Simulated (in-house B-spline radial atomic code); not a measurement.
Ionisation energies with and without relativity, with size and susceptibility from the Dirac run. Dirac energy differences include first-order Breit, QED and recoil terms. NIST's values go from ground level to ground level; the uncertainty of those that are theory runs from under 0.1 % in few-electron ions to several per cent in heavy many-electron ones. Computed with a radial B-spline atomic code at the basis-set limit: non-relativistic Hartree-Fock and Dirac-Hartree-Fock, averages of the configuration (point nuclei without relativity, finite nuclei with it).

```
 ion  configuration  configuration after  ionisation non-relativistic (eV)  ionisation Dirac Breit and QED (eV)  tabulated value (eV)  radius at density 0.001 (bohr)  diamagnetic susceptibility (10⁻⁶ cm³/mol)
Tb3+       [Xe] 4f8             [Xe] 4f7                             45.13                                40.17                 39.33                           3.208                                    -27.368
Dy3+       [Xe] 4f9             [Xe] 4f8                             45.76                                40.59                 41.23                           3.177                                    -26.947
Ho3+      [Xe] 4f10             [Xe] 4f9                             46.33                                40.96                 42.52                           3.147                                    -26.537
Er3+      [Xe] 4f11            [Xe] 4f10                             46.86                                41.27                 42.42                           3.118                                    -26.137
Tm3+      [Xe] 4f12            [Xe] 4f11                             47.34                                41.53                 42.41                            3.09                                    -25.749
Yb3+      [Xe] 4f13            [Xe] 4f12                             47.78                                41.74                 43.61                           3.063                                    -25.371
Lu3+      [Xe] 4f14            [Xe] 4f13                             48.18                                41.91                45.249                           3.037                                    -25.004
Hf3+  [Xe] 4f14 5d1            [Xe] 4f14                                 ?                                    ?                     ?                               ?                                          ?
Ta3+  [Xe] 4f14 5d2        [Xe] 4f14 5d1                             35.07                                33.99                    35                           3.386                                    -27.567
 W3+  [Xe] 4f14 5d3        [Xe] 4f14 5d2                             37.14                                36.00                  38.2                           3.415                                     -28.32
Re3+  [Xe] 4f14 5d4        [Xe] 4f14 5d3                                 ?                                    ?                     ?                               ?                                          ?
Os3+  [Xe] 4f14 5d5        [Xe] 4f14 5d4                             41.29                                40.04                    41                           3.381                                    -29.189
Ir3+  [Xe] 4f14 5d6        [Xe] 4f14 5d5                                 ?                                    ?                     ?                               ?                                          ?
Pt3+  [Xe] 4f14 5d7        [Xe] 4f14 5d6                             45.46                                44.08                    43                           3.304                                    -29.516
Au3+  [Xe] 4f14 5d8        [Xe] 4f14 5d7                             47.55                                46.11                    45                            3.26                                    -29.548
Hg3+  [Xe] 4f14 5d9        [Xe] 4f14 5d8                             49.65                                48.15                 48.55                           3.215                                    -29.517
```

Question: Fill in the row of Hf3+.

Answer: ionisation non-relativistic (eV): 32.98; ionisation Dirac Breit and QED (eV): 31.97; tabulated value (eV): 33.37; radius at density 0.001 (bohr): 3.282; diamagnetic susceptibility (10⁻⁶ cm³/mol): -26.502.

Question: Fill in the row of Re3+.

Answer: ionisation non-relativistic (eV): 39.22; ionisation Dirac Breit and QED (eV): 38.02; tabulated value (eV): 39.1; radius at density 0.001 (bohr): 3.407; diamagnetic susceptibility (10⁻⁶ cm³/mol): -28.841.

Question: Fill in the row of Ir3+.

Answer: ionisation non-relativistic (eV): 43.37; ionisation Dirac Breit and QED (eV): 42.05; tabulated value (eV): 40; radius at density 0.001 (bohr): 3.345; diamagnetic susceptibility (10⁻⁶ cm³/mol): -29.404.
